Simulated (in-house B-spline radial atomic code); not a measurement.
A run on an ion of nuclear charge 65 with 65.7 electrons that did not converge. Method: scalar-relativistic (X2C) LDA exchange-only, spin-polarised, spherical fractional occupations, Fermi nucleus of rms radius 5.06 fm; computed with a B-spline radial code for spherical atoms.

Command:
```bash
python run_scf.py task.json out
```
Settings (nuclear radius in fm, mass in u):
```
Z                65
configuration    [Xe] 4f9.7 6s2
hamiltonian      x2c
method           lda,
spin_polarised   True
nucleus          fermi
rms_radius       5.06
atomic_mass      158.92535
speed_of_light   137.035999084
```

First and last ten iterations of the last attempt (damped for 15 steps, keeping 80 % of the old Fock matrix, then DIIS):
```
 iter        energy (Eh)    residual
    1      -11649.515717    7.07e-01
    2      -11646.246573    1.35e+00
    3      -11669.933582    8.39e-01
    4      -11682.600478    5.00e-01
    5      -11688.810785    3.10e-01
    6      -11691.570025    1.95e-01
    7      -11692.683829    1.13e-01
    8      -11693.114683    7.15e-02
    9      -11693.297645    5.21e-02
   10      -11693.391816    3.67e-02
  111      -11650.895723    5.58e-01
  112      -11651.115302    5.56e-01
  113      -11650.977741    5.57e-01
  114      -11650.518266    5.60e-01
  115      -11692.979866    8.70e-02
  116      -11646.334033    5.73e-01
  117      -11692.790337    1.04e-01
  118      -11648.133462    5.67e-01
  119      -11649.435734    5.66e-01
  120      -11650.423922    5.63e-01
 not converged after 120 iterations
```

The smallest residual met was 3.7e-02; the threshold is about 6e-07. No energy from this run should be used. The likely cause: this method binds the added charge weakly or not at all at the basis-set limit, so charge moves back and forth between the atom and the box. Run time, properties included: 2.6 s on 1 thread of Arm Neoverse V2, on a shared host.
